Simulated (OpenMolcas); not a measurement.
## OpenMolcas run: Hf

Input:

```
&GATEWAY
Coord
1

Hf 0.0 0.0 0.0
Basis=ANO-R2
Group=XYZ
NoMove
AngMom=0.0 0.0 0.0
AMFI
&SEWARD
&RASSCF
FileOrb=start.orb
Symmetry=1
Spin=3
nActEl=4 0 0
Inactive=15 19
Ras2=6 0
CIRoot=19 19 1
SDav=105
CIMx=300
Iter=120 100
PrWF=0.3
OrbListing=Nothing
MaxOrb=0
Atom
>>> COPY $Project.JobIph JOB001
&RASSCF
FileOrb=start.orb
Symmetry=1
Spin=5
nActEl=4 0 0
Inactive=15 19
Ras2=6 0
CIRoot=15 15 1
SDav=15
CIMx=300
Iter=120 100
PrWF=0.3
OrbListing=Nothing
MaxOrb=0
Atom
CIOnly
>>> COPY $Project.JobIph JOB002
&RASSCF
FileOrb=start.orb
Symmetry=1
Spin=1
nActEl=4 0 0
Inactive=15 19
Ras2=6 0
CIRoot=105 105 1
SDav=105
CIMx=300
Iter=120 100
PrWF=0.3
OrbListing=Nothing
MaxOrb=0
Atom
CIOnly
>>> COPY $Project.JobIph JOB003
&RASSI
NrOfJobIphs=3 19 10 14
1 2 3 4 5 6 7 8 9 10 11 12 13 14 15 16 17 18 19
1 2 3 4 5 6 7 8 9 10
1 2 3 4 5 6 7 8 9 10 11 12 13 14
IphNames
JOB001
JOB002
JOB003
EJob
SpinOrbit
DIPRint=1.0
SOCoupling=1000.0
Subsets=2
MEES
Property=10
'ANGMOM' 1 'ANGMOM' 2 'ANGMOM' 3 'MLTPL  1' 1 'MLTPL  1' 2 'MLTPL  1' 3
'AMFI' 1 'AMFI' 2 'AMFI' 3 'MLTPL  2' 6
SOProperty=3
'ANGMOM' 1 'ANGMOM' 2 'ANGMOM' 3
```

Launched by
```bash
OMP_NUM_THREADS=1 MOLCAS_MEM=2252 MOLCAS_PROJECT=a pymolcas a.inp > a.log  # once for each step of the input, in one work folder
```

A driver script runs the steps one by one and writes start.orb anew before each from the orbitals found so far, so a CI-only block uses the converged orbitals of the first block.

Output, cut to the results:

```
--- SEWARD ---
Basis set label: HF.ANO-R...8S6P5D3F1G.

      Electronic valence basis set:
      ------------------
      Associated Effective Charge  72.000000 au
      Associated Actual Charge     72.000000 au
      Nuclear Model: Finite nucleus - Gaussian distribution
        Gaussian exponent, Xi/bohr**(-2):  1.50087E+08

      Shell  nPrim  nBasis  Cartesian Spherical Contaminant
         s      25       8        X
         p      20       6        X
         d      15       5                 X
         f      10       3                 X
         g       4       1                 X
                  Relativistic X2C integrals
                  Atomic mean-field integrals
--- RASSCF ---
Wave function specifications:
      -----------------------------

      Number of closed shell electrons          68
      Number of electrons in active shells       4
      Max number of holes in RAS1 space          0
      Max nr of electrons in RAS3 space          0
      Number of inactive orbitals               34
      Number of active orbitals                  6
      Number of secondary orbitals              41
      Spin quantum number                      1.0
      State symmetry                             1
Orbital specifications:
      -----------------------

      Symmetry species                           1   2
                                                ag  au
      Frozen orbitals                            0   0
      Inactive orbitals                         15  19
      Active orbitals                            6   0
      RAS1 orbitals                              0   0
      RAS2 orbitals                              6   0
      RAS3 orbitals                              0   0
      Secondary orbitals                        21  20
      Deleted orbitals                           0   0
      Number of basis functions                 42  39
      Number of CSFs                           105
      Number of root(s) required                19
      Iter CI   SX   CI       RASSCF       Energy    max ROT     max BLB   max BLB  Level Ln srch  Step   QN
          iter iter root      energy       change     param      element    value   shift minimum  type update
 Nr of preliminary CI iterations:   1
      Total energies have been shifted. Add               -15000.00 au
        1   1    8    0   -73.53774398    0.00E+00   1.34E-02   21  23 1 -1.47E-02*  0.30   0.00    SX    NO
        2   1    9    0   -73.53835886   -6.15E-04* -4.06E-03   10  27 2 -1.00E-02*  0.30   0.00    SX    NO
        3   1    9    0   -73.53840508   -4.62E-05*  3.15E-03   10  34 2 -1.01E-02*  0.30   0.00    SX    NO
        4   1    8    0   -73.53841855   -1.35E-05* -1.29E-03   10  34 2  9.80E-03*  0.31   0.00    SX    NO
        5   1    8    0   -73.53842463   -6.07E-06*  1.40E-03   10  34 2 -9.72E-03*  0.30   0.51    SX   YES
        6   1    8    0   -73.53843226   -7.63E-06*  6.82E-04   10  34 2  9.32E-03*  0.31   0.51    LS   YES
        7   1    6    0   -73.53851170   -7.94E-05*  7.64E-04   21  22 1  5.28E-04*  0.31   1.00    QN   YES
        8   1    6    0   -73.53851239   -6.91E-07*  1.07E-03   21  22 1  3.21E-04*  0.31   2.41    LS   YES
        9   1    6    0   -73.53851278   -3.82E-07*  1.07E-04   10  34 2 -4.38E-05   0.31   1.06    QN   YES
       10   1    5    0   -73.53851280   -2.33E-08*  7.99E-05   18  26 1 -8.04E-06   0.31   1.59    QN   YES
       11   1    5    0   -73.53851281   -6.09E-09   7.88E-06   15  23 1  5.98E-06   0.31   1.07    QN   YES
      Convergence after 11 iterations
       12   1    5    0   -73.53851281   -1.53E-10   7.88E-06   21  23 1 -1.96E-06   0.31   1.07    QN   YES
      Natural orbitals and occupation numbers for root  1
      sym 1:   0.827229   0.825498   0.189721   0.031855   0.192971   1.932726
      Natural orbitals and occupation numbers for root  2
      sym 1:   0.210716   0.803991   0.032345   0.214043   0.806074   1.932830
      Natural orbitals and occupation numbers for root  3
      sym 1:   0.032221   0.901954   0.115290   0.902278   0.115959   1.932298
::    RASSCF root number  1 Total energy: -15073.58357432
::    RASSCF root number  2 Total energy: -15073.58357432
::    RASSCF root number  3 Total energy: -15073.58357432
::    RASSCF root number  4 Total energy: -15073.58357432
::    RASSCF root number  5 Total energy: -15073.58357432
::    RASSCF root number  6 Total energy: -15073.58357432
::    RASSCF root number  7 Total energy: -15073.58357432
...
--- RASSI ---
SPIN-FREE ENERGIES:
  (Shifted by EMIN (a.u.) =     -15073.5835743209)

 SF State       Relative EMIN(au)   Rel lowest level(eV)    D:o, cm**(-1)      L_eff

     1             0.0000000000        0.0000000000              0.0000         3.0
     2             0.0000000000        0.0000000000              0.0000         3.0
     3             0.0000000000        0.0000000000              0.0000         3.0
     4             0.0000000000        0.0000000000              0.0000         3.0
     5             0.0000000000        0.0000000000              0.0000         3.0
     6             0.0000000000        0.0000000000              0.0000         3.0
     7             0.0000000000        0.0000000000              0.0000         3.0
     8             0.0124482167        0.3387332323           2732.0678         1.0
     9             0.0124482167        0.3387332323           2732.0678         1.0
    10             0.0124482167        0.3387332323           2732.0678         1.0
    30             0.0196460266        0.5345956177           4311.8044         2.0
    31             0.0196460266        0.5345956177           4311.8044         2.0
    32             0.0196460266        0.5345956177           4311.8044         2.0
    33             0.0196460266        0.5345956177           4311.8044         2.0
    34             0.0196460266        0.5345956177           4311.8044         2.0
    35             0.0378966778        1.0312211358           8317.3594         4.0
    36             0.0378966778        1.0312211358           8317.3594         4.0
    37             0.0378966778        1.0312211358           8317.3594         4.0
    38             0.0378966778        1.0312211358           8317.3594         4.0
    39             0.0378966778        1.0312211358           8317.3594         4.0
    40             0.0378966778        1.0312211358           8317.3594         4.0
...
```

Levels above the lowest, from the spin-orbit matrix, grouped by J:

```json
{"Configuration": "5d2 6s2", "Term": "3F", "J": "2", "E (cm-1)": "0.0", "Measured (cm-1)": "0.0", "g": "0.691", "Term weight %": "93", "Second": "6 1D"}
{"Configuration": "5d2 6s2", "Term": "3F", "J": "3", "E (cm-1)": "2183", "Measured (cm-1)": "2357", "g": "1.084", "Term weight %": "100", "Second": ""}
{"Configuration": "5d2 6s2", "Term": "3P", "J": "0", "E (cm-1)": "4309", "Measured (cm-1)": "5522", "g": "", "Term weight %": "100", "Second": ""}
{"Configuration": "5d2 6s2", "Term": "3F", "J": "4", "E (cm-1)": "4331", "Measured (cm-1)": "4568", "g": "1.245", "Term weight %": "98", "Second": "2 1G"}
{"Configuration": "5d2 6s2", "Term": "3P", "J": "1", "E (cm-1)": "4855", "Measured (cm-1)": "6573", "g": "1.505", "Term weight %": "100", "Second": ""}
{"Configuration": "5d2 6s2", "Term": "3P", "J": "2", "E (cm-1)": "4961", "Measured (cm-1)": "", "g": "1.339", "Term weight %": "70", "Second": "26 1D"}
{"Configuration": "5d2 6s2", "Term": "1D", "J": "2", "E (cm-1)": "8563", "Measured (cm-1)": "5639", "g": "1.139", "Term weight %": "67", "Second": "29 3P"}
{"Configuration": "5d3 6s", "Term": "5F", "J": "1", "E (cm-1)": "8826", "Measured (cm-1)": "", "g": "-0.002", "Term weight %": "100", "Second": ""}
{"Configuration": "5d3 6s", "Term": "5F", "J": "2", "E (cm-1)": "9437", "Measured (cm-1)": "", "g": "1.000", "Term weight %": "100", "Second": ""}
{"Configuration": "5d3 6s", "Term": "5F", "J": "3", "E (cm-1)": "10323", "Measured (cm-1)": "", "g": "1.249", "Term weight %": "100", "Second": ""}
{"Configuration": "5d2 6s2", "Term": "1G", "J": "4", "E (cm-1)": "11234", "Measured (cm-1)": "10533", "g": "1.022", "Term weight %": "93", "Second": "5 5d3 6s 5F"}
{"Configuration": "5d3 6s", "Term": "5F", "J": "4", "E (cm-1)": "11458", "Measured (cm-1)": "", "g": "1.331", "Term weight %": "94", "Second": "5 5d2 6s2 1G"}
{"Configuration": "5d3 6s", "Term": "5F", "J": "5", "E (cm-1)": "12751", "Measured (cm-1)": "", "g": "1.395", "Term weight %": "97", "Second": "3 3G"}
```

Against the 6 measured excited levels shown (NIST Handbook of Basic Atomic Spectroscopic Data) the mean absolute deviation is 1200 cm-1; the largest miss in energy is 5d2 6s2 1D2 [67 %]: computed 8563, measured 5639 cm-1 (+51.9 %).

Without dynamic correlation excited terms often stand tens of per cent too high (terms of higher spin than the ground term too low), and those without a measured partner can miss by more than the paired ones. Terms from blocks run as CI alone lack orbitals of their own. A single d shell beside an s shell can misplace configurations of different d count against each other. Computed and measured levels are paired by configuration, term and J; levels that our copy of the source lacks, or whose pairing is in doubt (as where it misses far off the trend of its configuration), stay unpaired and out of the deviations. Levels of configurations outside the active space are missing. The first state left out of the spin-orbit step lies near 22000 cm-1 above the lowest spin-free state of the reference (among the parities and spins computed), and the list stops at four fifths of that energy or lower.

The RASSCF and RASSI steps took 41 s on 1 thread of Arm Neoverse V1, on a shared host; the integral step is not counted.

The term weight is that of the spin-free term in the level, not the purity of its configuration. A share in square brackets marks a mixed level and gives the weight of the term that names it.
